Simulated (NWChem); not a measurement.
System: MgF₂; SMILES [F][Mg][F]

Here is an NWChem input.

```
start job
memory heap 200 mb stack 900 mb global 1100 mb
geometry units angstroms noautoz
  Mg     0.000000     0.000000    -0.047706
  F      1.735314     0.000000    -0.047666
  F     -1.735314     0.000000    -0.047666
end
basis spherical
  Mg library def2-svpd
  F library def2-svpd
end
dft
  xc becke88 lyp
  iterations 150
  convergence energy 1d-9 density 1d-8 gradient 1d-7
  tolerances tight
end
task dft gradient
```

NWChem printed, in part:

```
             Northwest Computational Chemistry Package (NWChem) 7.3.0
             --------------------------------------------------------

 ORDER OF PRIMARY AXIS IS BEING SET TO 4
 D4H symmetry detected

                             Geometry "geometry" -> ""
                             -------------------------

 Output coordinates in angstroms (scale by  1.889725989 to convert to a.u.)

  No.       Tag          Charge          X              Y              Z
 ---- ---------------- ---------- -------------- -------------- --------------
    1 Mg                  12.0000     0.00000000     0.00000000     0.00000000
    2 F                    9.0000     0.00000000     0.00000000     1.73531400
    3 F                    9.0000     0.00000000     0.00000000    -1.73531400

 Effective nuclear repulsion energy (a.u.)      78.2186764865

      Symmetry information
      --------------------

 Group name             D4h
 Group number             28
 Group order              16
 No. of unique centers     2

                                 NWChem DFT Module
                                 -----------------

 Summary of "ao basis" -> "ao basis" (spherical)
 ------------------------------------------------------------------------------
       Tag                 Description            Shells   Functions and Types
 ---------------- ------------------------------  ------  ---------------------
 Mg                        def2-svpd                 9       21   4s4p1d
 F                         def2-svpd                 9       23   4s3p2d

      Symmetry analysis of basis
      --------------------------

        a1g        14
        a1u         0
        a2g         0
        a2u        13
        b1g         3
        b1u         2
        b2g         3
        b2u         2
        eg         12
        eu         18

  itol2e modified to match energy
  convergence criterion.
  tol_rho modified to match energy
  convergence criterion.

            General Information
            -------------------
          SCF calculation type: DFT
          Wavefunction type:  closed shell.
          No. of atoms     :     3
          No. of electrons :    30
           Alpha electrons :    15
            Beta electrons :    15
          Charge           :     0
          Spin multiplicity:     1
          Use of symmetry is: on ; symmetry adaption is: on
          Maximum number of iterations: 150
          AO basis - number of functions:    67
                     number of shells:    27
          Convergence on energy requested:  1.00D-09
          Convergence on density requested:  1.00D-08
          Convergence on gradient requested:  1.00D-07

              XC Information
              --------------
                    Becke 1988 Exchange Functional  1.000
              Lee-Yang-Parr Correlation Functional  1.000

             Grid Information
             ----------------
          Grid used for XC integration:  medium
          Radial quadrature: Mura-Knowles
          Angular quadrature: Lebedev.
          Tag              B.-S. Rad. Rad. Pts. Rad. Cut. Ang. Pts.
          ---              ---------- --------- --------- ---------
          Mg                  1.50       88          11.0       590
          F                   0.50       49          11.0       434
          Grid pruning is: on
          Number of quadrature shells:   137
          Spatial weights used:  Erf1

      Superposition of Atomic Density Guess
      -------------------------------------

 Sum of atomic energies:        -398.12931662

      Non-variational initial energy
      ------------------------------

 Total energy =    -397.966466
 1-e energy   =    -712.541698
 2-e energy   =     236.356555
 HOMO         =      -0.671109
 LUMO         =      -0.129554

      Symmetry analysis of molecular orbitals - initial
      -------------------------------------------------

 !! scf_movecs_sym_adapt:   10 vectors were symmetry contaminated

  Symmetry fudging

 !! scf_movecs_sym_adapt:    6 vectors were symmetry contaminated

  Numbering of irreducible representations:

     1 a1g         2 a1u         3 a2g         4 a2u         5 b1g
     6 b1u         7 b2g         8 b2u         9 eg         10 eu

  Orbital symmetries:

     1 a1g         2 a1g         3 a2u         4 a1g         5 a2u
     6 eu          7 eu          8 a1g         9 a2u        10 a1g
    11 a2u        12 eu         13 eu         14 eg         15 eg
    16 a1g        17 eu         18 eu         19 a2u        20 a1g
    21 eu         22 eu         23 a2u        24 a1g        25 eg

   convergence    iter        energy       DeltaE   RMS-Dens  Diis-err
 ---------------- ----- ----------------- --------- --------- ---------
 d= 0,ls=0.0,diis     1   -399.5410842681 -4.78D+02  4.93D-02  1.18D+00
 d= 0,ls=0.0,diis     2   -398.3987473209  1.14D+00  3.51D-02  1.41D+01
 d= 0,ls=0.0,diis     3   -399.6840767228 -1.29D+00  8.36D-04  1.09D-02
 d= 0,ls=0.0,diis     4   -399.6848023647 -7.26D-04  3.65D-04  1.07D-03
 d= 0,ls=0.0,diis     5   -399.6849012228 -9.89D-05  7.76D-05  1.42D-05
 d= 0,ls=0.0,diis     6   -399.6849028429 -1.62D-06  1.78D-05  1.68D-06
 d= 0,ls=0.0,diis     7   -399.6849030030 -1.60D-07  1.86D-06  4.67D-08
 d= 0,ls=0.0,diis     8   -399.6849030074 -4.34D-09  3.56D-08  1.73D-12
 d= 0,ls=0.0,diis     9   -399.6849030073  1.82D-12  1.91D-09  5.89D-14

[...]

                         DFT ENERGY GRADIENTS

    atom               coordinates                        gradient
                 x          y          z           x          y          z
   1 Mg      0.000000   0.000000   0.000000    0.000000   0.000000  -0.000000
   2 F       0.000000   0.000000   3.279268    0.000000   0.000000  -0.020154
   3 F       0.000000   0.000000  -3.279268    0.000000   0.000000   0.020154
```

Level: BLYP/def2-SVPD. All runs use the structure optimised with B3LYP/6-31G* (spherical d).
